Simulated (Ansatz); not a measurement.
`[OH][Hf]([F])([Cl])[SeH]` + `[CH3][In]([SH])[Cl]` → `[OH][Hf]([F])([SH])[Cl]` + `[CH3][In]([Cl])[SeH]`  (redistribution)

Computed with Ansatz on PBE0-D4/def2-TZVP structures; ΔE is electronic, products minus reactants. CCSD(T)/CBS adds triple-zeta CCSD(T) − MP2 to the extrapolated MP2 energy (def2 sets, frozen cores). Functionals use def2-TZVPP. B3LYP here is the variant with VWN-RPA as its local correlation; programs differ in this. Elements past krypton have def2 core potentials. For Hf, In, Se outer-core shells are correlated without core-valence functions, which leaves a few kJ/mol of doubt a bond. Scalar relativity is left out up to krypton. Each species was taken in one conformer, which may not be the lowest.

`[OH][Hf]([F])([Cl])[SeH]`:

Z-matrix (Å, degrees):
```
Hf
F 1 1.897
Cl 1 2.349 2 108.0
O 1 1.888 2 111.8 3 -123.0
Se 1 2.577 2 109.2 3 120.9
H 4 0.953 1 170.4 2 43.3
H 5 1.474 1 88.8 2 -51.6
```

`[CH3][In]([SH])[Cl]`:

Z-matrix (Å, degrees):
```
C
In 1 2.129
H 1 1.089 2 109.0
H 1 1.090 2 109.4 3 120.2
H 1 1.090 2 109.6 3 -120.4
S 2 2.374 1 130.2 3 177.2
Cl 2 2.345 1 119.2 3 -2.9
H 6 1.344 2 92.2 1 180.0
```

`[OH][Hf]([F])([SH])[Cl]`:

```xyz
7

O     0.255   -1.501   -0.207
Hf    0.452    0.337    0.202
F     1.290    0.612    1.880
S    -1.790    1.307    0.319
Cl    1.738    1.399   -1.454
H     0.350   -2.439   -0.340
H    -2.295    0.285   -0.399
```

`[CH3][In]([Cl])[SeH]`:

Z-matrix (Å, degrees):
```
C
In 1 2.132
H 1 1.089 2 110.7
H 1 1.090 2 108.7 3 120.6
H 1 1.090 2 108.7 3 -121.0
Cl 2 2.345 1 118.0 3 172.5
Se 2 2.494 1 130.6 3 -7.7
H 7 1.469 2 90.5 1 -179.8
```

| level | ΔE (kcal/mol) | difference from CCSD(T)/CBS |
| --- | --- | --- |
| PBE0-D4 | -2.9 | -0.3 |
| ωB97X-V | -2.8 | -0.2 |
| PBE | -3.0 | -0.4 |
| PBE0 | -2.9 | -0.3 |
| B3LYP | -3.1 | -0.5 |
| HF/def2-TZVPP | -2.9 | -0.3 |
| MP2/def2-TZVPP | -2.2 | 0.4 |
| CCSD(T)/def2-TZVPP | -2.3 | 0.3 |
| HF/def2-QZVPP | -2.9 | -0.3 |
| HF/CBS(def2) | -2.9 | -0.3 |
| CCSD(T)/CBS | -2.6 | 0 |

Largest T1 diagnostic among the species: 0.015.
